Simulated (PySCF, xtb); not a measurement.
C2H7FGe, SMILES C[CH2][GeH2][F]. The values are those of a single conformer.

Harmonic wavenumbers (cm⁻¹) from GFN2-xTB in xtb at its own minimum, in rising order: 53, 137, 207, 245, 428, 474, 549, 587, 655, 727, 785, 962, 1003, 1063, 1223, 1248, 1412, 1449, 1494, 1497, 1894, 1963, 2955, 2975, 3012, 3018, 3025.

### Question
What does PBE-D3(BJ)/def2-SVP (PySCF) give at its own minimum? (The exact figures need the calculation; the answer reports its results.)

### Answer
58, 143, 213, 267, 470, 570, 641, 672, 684, 780, 830, 941, 954, 1031, 1196, 1205, 1344, 1382, 1423, 1428, 2067, 2082, 2968, 2980, 3034, 3052, 3065. Paired by order, the mean absolute difference is 49 cm⁻¹ and the zero-point energies are 50.1 and 50.7 kcal/mol.
